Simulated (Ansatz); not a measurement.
The first iterations of a band of C₃H₅FSi (10 atoms, charge 0, multiplicity 1).

Level of theory: RKS BLYP-D4/def2-SVP (Ansatz 0.2.0).

```json
{
  "movable images": "7",
  "climbing image": "yes",
  "spring": "5.0 eV/Å²",
  "optimiser": "quadratic models (default)",
  "start path": "through a guess of the saddle point",
  "force threshold": "0.05 eV/Å",
  "iteration limit": "60",
  "end points": "relaxed"
}
```

Initial state:

```xyz
10
Properties=species:S:1:pos:R:3
C -1.463 -0.608 -0.249
C -0.063 -0.116 -0.062
C 1.204 -0.435 -0.370
F 1.800 -1.437 -1.043
Si 1.187 1.115 0.596
H -1.958 -0.774 0.731
H -2.077 0.143 -0.789
H -1.492 -1.558 -0.821
H 1.384 2.459 -0.039
H 1.562 1.160 2.048
```

Final state:

```xyz
10
Properties=species:S:1:pos:R:3
C -1.365 -0.634 -0.081
C -0.160 0.223 0.171
C 1.107 -0.047 -0.270
F 1.272 -1.201 -1.007
Si 2.690 0.970 0.018
H -1.807 -0.977 0.880
H -2.162 -0.050 -0.591
H -1.116 -1.517 -0.696
H 1.912 2.038 0.821
H -0.288 1.145 0.758
```

| iteration | highest image above the first end (eV) | largest band force component (eV/Å) |
| --- | --- | --- |
| 1 | 5.783 | 22.870 |
| 2 | 3.147 | 7.731 |
| 3 | 2.383 | 3.992 |
| 4 | 1.936 | 1.783 |
| 5 | 1.667 | 1.250 |
| 6 | 1.602 | 1.057 |
| 7 | 1.614 | 1.004 |
| 8 | 1.675 | 1.084 |
| 9 | 1.620 | 0.578 |

Problem. Does the band converge within its limit, and where does its top end?

Solution. The run converged. It ended after 27 iterations with the highest image 1.619 eV above the first end. The profile has 2 maxima (images 3, 6) with wells between them (image 5): this band takes more than one step, which may be the mechanism or a detour left from its start path. A vibrational analysis at the climbing image gives one clearly imaginary mode, 797i cm⁻¹: a first-order saddle point. The orbitals stay closed-shell, which can raise the energy where a bond breaks towards radicals; this wasn't checked here.

Time of the run: 110 s on 2 threads of AMD EPYC 9R45 96-Core Processor (Zen 5), with other jobs on the host, peak memory 0.16 GiB.
